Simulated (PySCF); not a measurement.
Start geometry of `NCCCNC1CCC1` from GFN2-xTB (Å):
```
atom  x, y, z in Å
N1     2.540    0.756    0.753
C2     2.832   -0.136   -0.356
C3     2.077   -1.455   -0.189
C4     0.587   -1.329   -0.502
N5    -0.094   -0.486    0.466
C6    -1.489   -0.271    0.162
C7    -2.237    0.621    1.166
C8    -2.748    1.481    0.000
C9    -1.756    0.777   -0.937
H10    1.531    0.860    0.824
H11    2.947    1.670    0.585
H12    3.910   -0.332   -0.350
H13    2.578    0.293   -1.341
H14    2.207   -1.798    0.839
H15    2.508   -2.200   -0.859
H16    0.139   -2.339   -0.552
H17    0.458   -0.866   -1.485
H18   -0.004   -0.898    1.392
H19   -2.025   -1.216   -0.037
H20   -2.994    0.130    1.775
H21   -1.546    1.158    1.812
H22   -2.621    2.555    0.108
H23   -3.785    1.272   -0.256
H24   -0.870    1.376   -1.135
H25   -2.158    0.402   -1.875
```

Question: What comes out of this run: PBE0-D3(BJ)/def2-SVP geometry optimisation, gas phase in PySCF 2.14.0?

Answer: 
```
atom  x, y, z in Å
N1     2.5109    0.5974    0.7190
C2     2.7425   -0.2444   -0.4367
C3     1.8524   -1.4801   -0.4135
C4     0.3786   -1.2170   -0.6888
N5    -0.2351   -0.3478    0.2960
C6    -1.6315   -0.0978    0.0641
C7    -2.3499    0.8416    1.0461
C8    -3.0925    1.4588   -0.1538
C9    -2.0012    0.8770   -1.0719
H10    1.5376    0.9038    0.7042
H11    3.1018    1.4247    0.6839
H12    3.7958   -0.5747   -0.4256
H13    2.5957    0.2650   -1.4170
H14    1.9658   -1.9723    0.5689
H15    2.2107   -2.1992   -1.1684
H16   -0.1554   -2.1902   -0.7780
H17    0.2776   -0.7297   -1.6755
H18   -0.1000   -0.7328    1.2301
H19   -2.2167   -1.0373   -0.0566
H20   -2.9412    0.3926    1.8586
H21   -1.6254    1.5489    1.4787
H22   -3.2420    2.5482   -0.1600
H23   -4.0679    0.9769   -0.3216
H24   -1.1764    1.5907   -1.2236
H25   -2.3010    0.4606   -2.0451
```

The energy falls by 0.077 eV over 11 energy and gradient evaluations, the largest force component goes from 0.0141 to 3.2e-04 Eh/bohr, and the atoms move by 0.241 Å rms after alignment. Among the bonds, C3–H14, C7–H20, C7–H21, C8–H23 and C9–H24 change most and about equally (+0.013 to +0.014 Å). Bonds longer at the end by more than 0.005 Å: 13 of 25; shorter: 3. Among the angles that change most is N5–C6–C9, from 114.8° to 117.5°. Among the dihedrals that turn most is H19–C6–C7–H20, from 18° to 31°. Rotational constants go from 3150, 799.1, 743.8 to 3330, 758.5, 708.0 MHz. The orientation of the end geometry is arbitrary; only internal coordinates are fixed.

The run used 206 basis functions and 70 SCF cycles in all. Rough CPU time on one thread of a shared machine: about 11 min.

PBE0-D3(BJ)/def2-SVP frequencies: not computed here. The numbers are those of one conformer.
